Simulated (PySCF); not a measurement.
Molecule: C₄H₁₁Ge, net charge 0, doublet state. It need not be the lowest isomer of its formula. 
Geometry from a B3LYP-D3(BJ)/def2-TZVP (Ansatz) optimisation:
```xyz
16

C     -3.6409     0.4998     0.0701
C     -2.4836    -0.4911    -0.0139
C     -1.1135     0.1910     0.0243
C      0.0479    -0.8034    -0.0600
Ge     1.8190     0.0899    -0.0098
H     -3.5974     1.0773     0.9966
H     -3.6133     1.2078    -0.7617
H     -4.6054    -0.0104     0.0409
H     -2.5487    -1.2070     0.8114
H     -2.5645    -1.0775    -0.9346
H     -1.0489     0.9081    -0.8004
H     -1.0331     0.7786     0.9444
H     -0.0084    -1.3836    -0.9834
H      0.0075    -1.5136     0.7685
H      1.9837     0.8894     1.3113
H      1.9609     1.0758    -1.2012
```
Charge 0, spin multiplicity 2.

Dispersion corrections to the total energy (kcal/mol) from the dftd3 and dftd4 libraries through PySCF: D3(BJ) without and D4 with the three-body term, each with the damping fitted for the functional named.

```csv
functional,D3(BJ),D4
B3LYP,-13.34,___
revPBE,-19.67,-23.72
BLYP,-16.32,-16.08
BHLYP,-10.35,-8.38
TPSS,___,-9.83
PW6B95,-3.90,___
HF,-57.62,-26.38
```

Some entries are withheld; supply them.


- B3LYP, D4: -11.60
- TPSS, D3(BJ): -9.79
- PW6B95, D4: -6.18
